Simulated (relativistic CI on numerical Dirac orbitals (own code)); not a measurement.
## Radial parameters of Sc12+

Method of calculation: Dirac-Coulomb-Breit CI, orbitals from a KLI potential per configuration, model QED (radiative potential, 1s self-energy scaled to tabulated hydrogen-like ionisation energies), unscaled Slater integrals (own radial code, finite nucleus).

Slater integrals F^k, G^k are unscaled and averaged over j, outside the closed core 1s2; ζ comes from projecting the Hamiltonian with its Breit term on Σ l·s of the shell.

- 2s2.2p5: ζ(2p) = 25150 cm⁻¹; <r>(2p) = 0.2935, <r^2>(2p) = 0.1053 (bohr units).
- 2s2.2p4.3s: F^2(2p,2p) = 329640, ζ(2p) = 26365, G^1(2p,3s) = 30586 cm⁻¹; <r>(2p) = 0.2875, <r^2>(2p) = 0.1008, <r>(3s) = 0.8361, <r^2>(3s) = 0.7932 (bohr units).
- 2s2.2p4.3p: F^2(2p,2p) = 329040, ζ(2p) = 26351, F^2(2p,3p) = 76586, G^0(2p,3p) = 30753, G^2(2p,3p) = 33212, ζ(3p) = 5657.8 cm⁻¹; <r>(2p) = 0.2879, <r^2>(2p) = 0.1012, <r>(3p) = 0.8272, <r^2>(3p) = 0.7867 (bohr units).

Averages of the first 10 configurations, taken without configuration mixing, which lowers the lowest level and can move excited configurations by several eV; other configurations of the list can lie among them:

| Configuration | Parity | States | Average energy above the lowest level (eV) |
| --- | --- | --- | --- |
| 2s2.2p5 | odd | 6 | 1.9 |
| 2s.2p6 | even | 2 | 97.2 |
| 2s2.2p4.3s | even | 30 | 443.4 |
| 2p6.3s | even | 2 | 631.7 |
| 2s2.2p4.3p | odd | 90 | 467.2 |
| 2p6.3p | odd | 6 | 653.5 |
| 2p6.3d | even | 10 | 682.6 |
| 2s2.2p4.3d | even | 150 | 496.7 |
| 2s.2p5.3s | odd | 24 | 530.5 |
| 2s.2p5.3p | even | 72 | 553.3 |
